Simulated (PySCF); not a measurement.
cycl[3.3.3]borane (C₁₂H₉B), SMILES C1=C2B3C(C=C1)=CC=CC3=CC=C2.

Coordinates come from a B3LYP-D3(BJ)/def2-SVP optimisation.

Calculation: PBE0/def2-SVP run with PySCF.

Computed frontier levels, gap, dipole moment and polarisability:
```json
{
  "highest_occupied_level": "-5.65 eV",
  "lowest_empty_level": "-3.41 eV",
  "orbital_gap": "2.24 eV",
  "dipole_moment": "0.00 D",
  "quadrupole, principal values (traceless, Buckingham form, about the centre of nuclear charge)": "-16.95, 8.47, 8.47 D·Å",
  "mean_static_polarisability": "157.2 bohr³ (23.30 Å³)",
  "polarisability_principal_values": "59.0, 206.4, 206.4 bohr³"
}
```
